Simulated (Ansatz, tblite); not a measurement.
Clusters of 4 atoms, chalcogenide: E(high spin) − E(low spin) (eV) at several levels, gas phase, relaxed structures; Ansatz, xTB through tblite. Each state is relaxed at the level in the geometry column; the other columns are single points. Clusters are the lowest isomers that short searches found in that spin, judged at the geometry's level. Core potentials for Au, In, Nb, Te in the def2 sets, no spin–orbit coupling. xTB has no spin-polarisation term. Singlets are spin-restricted. The structures are stationary points that may keep the symmetry of their start. Remarks come from the PBE and PBE0 runs and from stability tests at other levels; not every state was tested. HOMO above LUMO (over both spins in singlets and doublets, within one spin in higher multiplets; at PBE or PBE0), or a gap under 0.15 eV within one spin, warns that the state may not be the lowest or that an electron is smeared out.

| species | state | geometry | GFN2-xTB | PBE-D4/def2-TZVP | r2SCAN-D4/def2-TZVP | PBE0-D4/def2-TZVP | remarks |
| --- | --- | --- | --- | --- | --- | --- | --- |
| Li3S⁺ | triplet − singlet | B3LYP-D4/def2-TZVP | 2.75 | 3.39 | 3.46 | 3.39 | – |
| Cu3S⁺ | quintet − singlet | PBE0-D4/def2-SVP | 5.46 | 4.24 | 4.11 | 4.90 | gap within one spin near zero at PBE or PBE0 (triplet) |
| Nb2S2⁺ | quartet − doublet | PBE-D4/def2-SVP | -0.99 | 0.72 | 0.56 | 0.58 | – |
| InTe3 | quartet − doublet | PBE-D4/def2-SVP | 2.11 | 1.27 | 1.13 | 1.22 | – |
| Al2S2 | quintet − singlet | PBE0-D4/def2-TZVP | 4.17 | 2.48 | 2.17 | 2.50 | gap within one spin near zero at PBE or PBE0 (triplet) |
| Au3S⁺ | quintet − singlet | r2SCAN-D4/def2-SVP | 4.83 | 3.24 | 3.14 | 3.66 | – |
| AlSe3 | quartet − doublet | PBE-D4/def2-SVP | 1.34 | 1.22 | 1.11 | 1.08 | gap within one spin near zero |
| Cu3Se⁺ | quintet − singlet | r2SCAN-D4/def2-SVP | 5.01 | 3.97 | 3.90 | 4.52 | gap within one spin near zero at PBE or PBE0 (triplet) |

Estimate the column for GFN1-xTB.

Li3S⁺ 3.69; Cu3S⁺ 3.53; Nb2S2⁺ -0.50; InTe3 2.34; Al2S2 7.50; Au3S⁺ 2.38; AlSe3 1.98; Cu3Se⁺ 3.53.
